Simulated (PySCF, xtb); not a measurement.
C₂H₃Cl₂FSi, SMILES F/C(=C/Cl)[SiH2]Cl. One conformer was computed; it need not be the lowest.

Harmonic wavenumbers (cm⁻¹) from GFN2-xTB run with xtb at its own minimum, in rising order: 36, 93, 135, 234, 288, 368, 411, 499, 513, 579, 595, 702, 759, 805, 854, 1099, 1213, 1635, 2297, 2319, 3067.

**Question.** What does B3LYP-D3(BJ)/def2-SVP (PySCF 2.14.0) give at its own minimum? (Estimate from the structure and the level; the computed values follow.)

**Answer.** 20, 115, 161, 247, 309, 406, 448, 544, 583, 616, 718, 842, 867, 906, 948, 1156, 1262, 1664, 2267, 2279, 3205. Paired by order, the mean absolute difference is 59 cm⁻¹ and the zero-point energies are 26.4 and 28.0 kcal/mol.
